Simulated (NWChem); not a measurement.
System: C2H7FSi2; SMILES F/C([SiH3])=C\[SiH3]

Excerpt of the output:

```
             Northwest Computational Chemistry Package (NWChem) 7.3.0
             --------------------------------------------------------

                             Geometry "geometry" -> ""
                             -------------------------

 Output coordinates in angstroms (scale by  1.889725989 to convert to a.u.)

  No.       Tag          Charge          X              Y              Z
 ---- ---------------- ---------- -------------- -------------- --------------
    1 F                    9.0000     1.45890600    -0.21986400     0.00000000
    2 C                    6.0000     0.11393100    -0.46642200     0.00000000
    3 Si                  14.0000    -0.29507200    -2.31919800     0.00000000
    4 C                    6.0000    -0.73695100     0.57913200     0.00000000
    5 Si                  14.0000    -0.14926300     2.36990500     0.00000000
    6 H                    1.0000     0.29568200    -2.96392300     1.22156600
    7 H                    1.0000    -1.78837300    -2.47031700     0.00000000
    8 H                    1.0000     0.29568200    -2.96392300    -1.22156600
    9 H                    1.0000    -1.81323800     0.34070200     0.00000000
   10 H                    1.0000     0.67962900     2.66432200     1.21969800
   11 H                    1.0000     0.67962900     2.66432200    -1.21969800
   12 H                    1.0000    -1.35338300     3.26917000     0.00000000

 Effective nuclear repulsion energy (a.u.)     265.6408141532

                              NWChem Property Module
                              ----------------------

                                 NWChem DFT Module
                                 -----------------

 Summary of "ao basis" -> "ao basis" (spherical)
 ------------------------------------------------------------------------------
       Tag                 Description            Shells   Functions and Types
 ---------------- ------------------------------  ------  ---------------------
 F                           6-31g*                  6       14   3s2p1d
 C                           6-31g*                  6       14   3s2p1d
 Si                          6-31g*                  8       18   4s3p1d
 H                           6-31g*                  2        2   2s

            General Information
            -------------------
          SCF calculation type: DFT
          Wavefunction type:  closed shell.
          No. of atoms     :    12
          No. of electrons :    56
           Alpha electrons :    28
            Beta electrons :    28
          Charge           :     0
          Spin multiplicity:     1
          Use of symmetry is: off; symmetry adaption is: off
          Maximum number of iterations: 150
          AO basis - number of functions:    92
                     number of shells:    48
          Convergence on energy requested:  1.00D-06
          Convergence on density requested:  1.00D-05
          Convergence on gradient requested:  5.00D-04

              XC Information
              --------------
                         B3LYP Method XC Potential
                     Hartree-Fock (Exact) Exchange  0.200
                        Slater Exchange Functional  0.800 local
                    Becke 1988 Exchange Functional  0.720 non-local
              Lee-Yang-Parr Correlation Functional  0.810
                  VWN I RPA Correlation Functional  0.190 local

             Grid Information
             ----------------
          Grid used for XC integration:  medium
          Radial quadrature: Mura-Knowles
          Angular quadrature: Lebedev.
          Tag              B.-S. Rad. Rad. Pts. Rad. Cut. Ang. Pts.
          ---              ---------- --------- --------- ---------
          F                   0.50       49          11.0       434
          C                   0.70       49          10.0       434
          Si                  1.10       88          13.0       590
          H                   0.35       45          14.0       434
          Grid pruning is: on
          Number of quadrature shells:   638
          Spatial weights used:  Erf1

      Superposition of Atomic Density Guess
      -------------------------------------

 Sum of atomic energies:        -755.81508314

      Non-variational initial energy
      ------------------------------

 Total energy =    -757.650345
 1-e energy   =   -1573.876669
 2-e energy   =     550.585510
 HOMO         =      -0.285018
 LUMO         =       0.006113

   convergence    iter        energy       DeltaE   RMS-Dens  Diis-err
 ---------------- ----- ----------------- --------- --------- ---------
 d= 0,ls=0.0,diis     1   -759.1338490222 -1.02D+03  1.10D-02  5.76D-01
 d= 0,ls=0.0,diis     2   -759.1211406124  1.27D-02  5.99D-03  8.44D-01
 d= 0,ls=0.0,diis     3   -759.2020738634 -8.09D-02  1.96D-03  5.43D-02
 d= 0,ls=0.0,diis     4   -759.2075332238 -5.46D-03  8.03D-04  7.16D-03
 d= 0,ls=0.0,diis     5   -759.2084425407 -9.09D-04  2.12D-04  9.69D-04
  Resetting Diis
 d= 0,ls=0.0,diis     6   -759.2085398544 -9.73D-05  4.05D-05  1.11D-05
 d= 0,ls=0.0,diis     7   -759.2085415050 -1.65D-06  2.00D-05  1.03D-06
 d= 0,ls=0.0,diis     8   -759.2085414603  4.47D-08  1.02D-05  1.45D-06
 d= 0,ls=0.0,diis     9   -759.2085416598 -1.99D-07  6.28D-07  2.91D-09

[...]

 DFT Linear Response polarizability / au
 Frequency  =       0.0000000 / au
              X              Y              Z
 -----------------------------------------------
 X      61.5372097     -5.3361862     -0.0000000
 Y      -5.3362085     93.7394813     -0.0000000
 Z      -0.0000000     -0.0000000     50.4863127
 -----------------------------------------------
 Eigenvalues =      60.6759914     94.6006997     50.4863127
 Isotropic   =      68.5876679
 Anisotropic =      40.0049654
 -----------------------------------------------

 Magnetic Dipole Response Matrix (nonzero elements):

 Exiting AOResponse driver routine
```

Level: B3LYP/6-31G* (spherical d). Coordinates come from a PBE-D3(BJ)/def2-SVP optimisation.

Problem. Write an input that gives this output.

Solution. One answer among several that fit: the input that was run:
```
start job
memory heap 200 mb stack 900 mb global 1100 mb
geometry units angstroms noautosym nocenter noautoz
  F      1.458906    -0.219864     0.000000
  C      0.113931    -0.466422     0.000000
  Si    -0.295072    -2.319198     0.000000
  C     -0.736951     0.579132     0.000000
  Si    -0.149263     2.369905     0.000000
  H      0.295682    -2.963923     1.221566
  H     -1.788373    -2.470317     0.000000
  H      0.295682    -2.963923    -1.221566
  H     -1.813238     0.340702     0.000000
  H      0.679629     2.664322     1.219698
  H      0.679629     2.664322    -1.219698
  H     -1.353383     3.269170     0.000000
end
basis spherical
  F library 6-31g*
  C library 6-31g*
  Si library 6-31g*
  H library 6-31g*
end
dft
  xc b3lyp
  iterations 150
end
property
  response 1 0.0
end
task dft property
```
